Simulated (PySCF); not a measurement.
Be(Br)(SH) (BeBrHS), SMILES [SH][Be][Br]. The structure is a stationary point at PBE0-D3(BJ)/def2-TZVP. Other conformers were not sampled.

Question: Give the equilibrium geometry at PBE0-D3(BJ)/def2-TZVP (PySCF confirms it by a frequency run) as a Z-matrix, and its point group. (An estimate is asked for; the answer gives what the named calculation found.)

Answer: This is not unique; one that fits is point group Cs.
```
Be
S 1 1.8972
H 2 1.3463 1 91.33
Br 1 1.9579 3 145.65 2 180.00
```
